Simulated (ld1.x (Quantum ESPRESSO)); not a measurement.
**Which setting gave this result? (copper, RRKJ)**

Base potential:

* Element: Cu
* Generator: ld1.x (Quantum ESPRESSO) 7.5
* Type: norm-conserving RRKJ (Kleinman–Bylander form)
* Functional: revPBE
* Relativity: scalar-relativistic
* Frozen core: [Ar]
* Valence charge: 11
* Reference configuration: 3d10 4s1 4p0
* Partial waves: 4p (bound, empty): rc 2.35 bohr; 3d (bound): rc 1.55 bohr; 4s (bound): rc 2.40 bohr
* Local potential: the s channel
* Core correction: Bessel-smoothed model core inside 0.80 bohr
* rho0: 0.01

Cutoffs, loose and tight: the cutoffs (Ry, on a coarse ladder) from which the occupation-weighted sum of valence levels, in a spherical-Bessel basis at the reference potential, stays within 10 and 1 mRy of its value at 400 Ry. They do not see the model core or the augmentation charge, which bear on the density cutoff. Test errors are all-electron minus pseudo excitation energies from the reference, over the configurations 3d10 4s0 4p0; 3d9 4s0 4p0; 3d8 4s0 4p0; 3d9 4s1 4p1; 3d7 4s0 4p0; 3d9 4s2 4p0; 3d10 4s0 4p1; variants that change the core or the reference have their own tests.

Only the d radius is moved:

| d radius (bohr) | cutoff, loose | cutoff, tight | bound ghosts | largest test error (meV) |
| --- | --- | --- | --- | --- |
| 0.98 | 180 Ry | 260 Ry | none | -4536 |
| 1.16 | 140 Ry | 200 Ry | none | -4153 |
| 1.36 | 100 Ry | 160 Ry | none | no test is counted, since the test run did not reproduce the reference configuration |
| 1.7 | 80 Ry | 110 Ry | none | no test is counted, since the test run did not reproduce the reference configuration |
| 1.84 | 70 Ry | 100 Ry | none | no test is counted, since the test run did not reproduce the reference configuration |
| 2.04 | 55 Ry | 90 Ry | none | no test is counted, since the test run did not reproduce the reference configuration |
| 2.2 | 50 Ry | 70 Ry | none | no test is counted, since the test run did not reproduce the reference configuration |
| 2.34 | 40 Ry | 60 Ry | none | no test is counted, since the test run did not reproduce the reference configuration |

**Question.** One more run gave cutoff, loose: 90 Ry; cutoff, tight: 140 Ry; bound ghosts: none; largest test error (meV): no test is counted, since the test run did not reproduce the reference configuration. Which value of the d radius was used?

**Answer.** 1.46 bohr. The loose cutoff moves one way along this sweep, from 180 Ry at 0.98 to 40 Ry at 2.34 bohr, which places the run between 1.36 and 1.7 bohr.
